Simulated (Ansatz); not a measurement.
`C=N[SiH2][SbH2]` + HCl → `Cl[SiH2][SbH2]` + `C=N`  (ligand exchange at the Si–N bond)

Program: Ansatz. Geometries: PBE0-D4/def2-TZVP. ΔE: electronic, gas phase. CCSD(T)/CBS adds triple-zeta CCSD(T) − MP2 to the extrapolated MP2 energy (def2 sets, frozen cores). This one scheme is used for every species. Functionals use def2-TZVPP. B3LYP here is the variant with VWN-RPA as its local correlation; programs differ in this. def2 core potentials past Kr. For Sb outer-core shells are correlated without core-valence functions, which leaves a few kJ/mol of doubt a bond. One conformer a species, not always the lowest.

**Question.** Is it downhill or uphill in electronic energy at CCSD(T)/CBS, and by how much? (Estimate.)

**Answer.** The calculation gave: Downhill: ΔE = -53.7 kJ/mol.

**Question.** What do these levels give: PBE-D4, r2SCAN-D4, PBE0-D4, ωB97M-V, B2PLYP, PBE0, B3LYP, HF/def2-TZVPP, SCS-MP2/def2-TZVPP, MP2/def2-QZVPP, SCS-MP2/def2-QZVPP, HF/CBS(def2)? (Best estimate.)

**Answer.** Computed: PBE-D4 -51.7, r2SCAN-D4 -53.1, PBE0-D4 -54.5, ωB97M-V -55.2, B2PLYP -53.5, PBE0 -57.6, B3LYP -55.6, HF/def2-TZVPP -61.4, SCS-MP2/def2-TZVPP -52.0, MP2/def2-QZVPP -52.1, SCS-MP2/def2-QZVPP -53.7, HF/CBS(def2) -61.3 kJ/mol.

Largest T1 diagnostic among the species: 0.014.

The D4 term adds +5.3 kJ/mol with B3LYP and +3.1 kJ/mol with PBE0; it sums over pairs of atoms, weighted by their polarisabilities, and B3LYP, whose exchange is more repulsive, gets the larger term. In def2-TZVPP, CCSD(T) changes the Hartree–Fock value by +10.7 kJ/mol (the triples alone add +2.1 kJ/mol) and MP2 by +10.9 kJ/mol.
